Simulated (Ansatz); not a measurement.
Al7Sb6H22⁻, a cluster cut from wurtzite AlSb (hydrogen-capped), relaxed as a singlet with RKS PBE-D4/def2-SVP in Ansatz, starting from a model built from a lattice or polyhedron. Force threshold 0.03 eV/Å.

In the def2 sets Sb takes a core potential; there is no spin–orbit coupling.

Start:

Cartesian coordinates in Å:
```
Al -4.341 0.221 0.038
Sb -4.236 1.346 -2.392
Al -2.218 0.286 -3.752
Al -2.187 -0.452 3.746
Sb -2.083 0.655 1.325
Al -0.053 -0.403 -0.032
Sb 0.049 0.724 -2.456
Al 2.092 -0.321 -3.832
Sb 0.045 -0.011 5.015
Al 2.107 -1.071 3.657
Sb 2.223 0.036 1.290
Al 4.265 -1.008 -0.096
Sb 4.331 0.113 -2.520
H -5.539 0.821 0.845
H -4.587 -1.299 -0.103
H -5.714 1.044 -3.206
H -3.976 3.034 -2.201
H -2.439 -1.243 -3.907
H -2.160 0.941 -5.116
H -3.375 0.150 4.546
H -2.409 -1.991 3.590
H -1.836 2.350 1.483
H -0.269 -1.940 -0.193
H 0.321 2.410 -2.288
H 1.860 -1.847 -3.985
H 2.142 0.290 -5.203
H 0.010 -0.729 6.597
H 0.313 1.661 5.215
H 1.901 -2.604 3.519
H 3.434 -0.812 4.410
H 2.478 1.735 1.430
H 4.026 -2.563 -0.282
H 5.557 -0.777 0.627
H 4.597 1.814 -2.350
H 5.671 -0.559 -3.419
```

```json
{"step": "1", "energy (eV)": "-85726.5225", "largest force component (eV/Å)": "1.343", "SCF passes": "19"}
{"step": "2", "energy (eV)": "-85727.9417", "largest force component (eV/Å)": "0.490", "SCF passes": "19"}
{"step": "3", "energy (eV)": "-85728.1403", "largest force component (eV/Å)": "0.064", "SCF passes": "18"}
{"step": "4", "energy (eV)": "-85728.1904", "largest force component (eV/Å)": "0.048", "SCF passes": "18"}
{"step": "5", "energy (eV)": "-85728.2087", "largest force component (eV/Å)": "0.125", "SCF passes": "18"}
{"step": "6", "energy (eV)": "-85728.2145", "largest force component (eV/Å)": "0.078", "SCF passes": "20"}
{"step": "7", "energy (eV)": "-85728.2258", "largest force component (eV/Å)": "0.020", "SCF passes": "19"}
{"step": "8", "energy (eV)": "-85728.2314", "largest force component (eV/Å)": "0.046", "SCF passes": "19"}
{"step": "9 (rejected)", "energy (eV)": "-85728.2240", "largest force component (eV/Å)": "0.172", "SCF passes": "19"}
{"step": "10", "energy (eV)": "-85728.2340", "largest force component (eV/Å)": "0.038", "SCF passes": "19"}
{"step": "11", "energy (eV)": "-85728.2346", "largest force component (eV/Å)": "0.035", "SCF passes": "20"}
{"step": "12", "energy (eV)": "-85728.2355", "largest force component (eV/Å)": "0.017", "SCF passes": "13"}
{"step": "13", "energy (eV)": "-85728.2363", "largest force component (eV/Å)": "0.014", "SCF passes": "20"}
{"step": "14", "energy (eV)": "-85728.2368", "largest force component (eV/Å)": "0.020", "SCF passes": "20"}
```

Force components are those of the run's own axes.

End:

```xyz
35

Al   -4.6342    0.2438    0.1915
Sb   -4.0167    1.2866   -2.2475
Al   -2.2293    0.3216   -4.0614
Al   -2.4615   -0.4388    3.9136
Sb   -2.1586    0.0976    1.2771
Al   -0.1543   -1.0637   -0.1058
Sb   -0.0204    0.1658   -2.5038
Al    2.0889   -0.2955   -4.1374
Sb    0.0825    0.0001    4.7787
Al    2.3750   -1.1224    3.8294
Sb    2.1418   -0.5165    1.2015
Al    4.5203   -1.0664    0.0309
Sb    4.1369    0.1181   -2.3910
H    -5.5263    1.3211    0.9885
H    -5.1798   -1.2432   -0.0915
H    -5.4777    1.6965   -3.0665
H    -3.5520    2.9149   -1.9563
H    -2.7299   -1.1646   -4.4222
H    -2.0229    1.4324   -5.2079
H    -3.4229    0.6573    4.5960
H    -2.7255   -2.0143    4.1072
H    -1.6644    1.7455    1.2908
H    -0.3837   -2.6431   -0.2631
H     0.2199    1.8056   -2.0422
H     2.1387   -1.8597   -4.5119
H     2.1642    0.8371   -5.2782
H     0.1048   -0.0551    6.5026
H     0.3215    1.6991    4.6844
H     2.1996   -2.7099    4.0258
H     3.6251   -0.3368    4.4707
H     2.1314    1.2038    1.2212
H     4.6160   -2.6456   -0.2627
H     5.7058   -0.2873    0.7917
H     4.1619    1.8102   -2.0899
H     5.6257    0.1059   -3.2624
```

By distances, no bond broke or formed. The bond that changes most is Al4–Sb9, from 2.60 to 2.72 Å (atoms count from 1).

The force fell under the threshold at step 7, but the optimiser went on and released 0.011 eV more. No frequencies were taken in this run, so the end may be a saddle point.

It took 77 s on 2 threads of AMD EPYC 7R13 on a shared host and a share (18 GiB) of an NVIDIA H100 80GB HBM3.
